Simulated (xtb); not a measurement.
xtb input:

```bash
xtb mol.xyz --gfn 2 --sp --chrg 0 --uhf 0
```
mol.xyz:
```
6

Al     0.03958841     0.04681666     1.24054005
Al    -0.03958841    -0.04681666    -1.24054005
H      1.32878707    -0.34647556     2.14043714
H     -1.19064031     0.50984583     2.18852106
H      1.19064031    -0.50984583    -2.18852106
H     -1.32878707     0.34647556    -2.14043714
```

Question: Predict the final energy.

Answer: -4.12221 Eh (GFN2-xTB).

This state (charge 0, singlet) is run at the relaxed geometry of the species with charge -1 and multiplicity 2.
